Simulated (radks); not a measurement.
Fractional charge and spin in the 3s shell of calcium: the spin-up occupation runs from 0 to 1 and the spin-down occupation from 0 to 1; the fullest corner is Ca2+, [Ne] 3p6 3s(up 1, down 1). Calculated with a radial shooting solver on a logarithmic mesh with Libxc functionals: non-relativistic Kohn-Sham, SCAN, spin-polarised, spherical densities, point nucleus; meta-GGA in the generalised Kohn-Sham scheme. Energy (eV) minus the two flat planes that join the four corners (they meet along the diagonal where the two added fractions sum to one electron); zero is where a piecewise linear energy would lie.

\begin{tabular}{lrrrrr}
down \ up & 0 & 0.25 & 0.5 & 0.75 & 1 \\ \hline
0 & 0.000 & -1.645 & -2.185 & -1.636 & 0.000 \\
0.25 & -1.645 & -2.059 & -1.364 & 0.391 & -1.528 \\
0.5 & -2.185 & -1.364 & 0.514 & -1.299 & -2.069 \\
0.75 & -1.636 & 0.391 & -1.299 & -1.953 & -1.565 \\
1 & 0.000 & -1.528 & -2.069 & -1.565 & 0.000 \\
\end{tabular}

Corners above the fullest one (they belong to Ca3+ and the next ion): (up 1, down 0) 71.585 eV, (up 0, down 1) 71.585 eV, (up 0, down 0) 162.22 eV. With half an added electron in each spin the energy lies 0.514 eV from the planes, and with half an added electron in spin up alone -2.185 eV. The planes are only a guide here: the flat-plane condition holds for ground states with one frontier orbital, while this shell lies below other occupied shells, so the corners above the fullest one are inner-hole states and not the ground states of those ions.
